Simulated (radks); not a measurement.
Co V, configuration [Ar] 3d5. All-electron calculation, non-relativistic Kohn-Sham, PBEsol, spin-unpolarised, spherical densities, point nucleus. Program: a radial shooting solver on a logarithmic mesh with Libxc functionals. Some entries of the table are withheld. Estimate them.

| orbital | occ. | eigenvalue (eV) | <r^2> (bohr^2) |
|---|---|---|---|
| 1s | 2 | (1) | 0.004347 |
| 2s | 2 | (2) | 0.07904 |
| 2p | 6 | -829.4085 | (3) |
| 3s | 2 | (4) | 0.6806 |
| 3p | 6 | (5) | 0.7402 |
| 3d | 5 | -66.2780 | (6) |

Answer. 
(1) 1s eigenvalue (eV): -7571.043
(2) 2s eigenvalue (eV): -945.4573
(3) 2p <r^2> (bohr^2): 0.06285
(4) 3s eigenvalue (eV): -159.7308
(5) 3p eigenvalue (eV): -124.6254
(6) 3d <r^2> (bohr^2): 0.9460
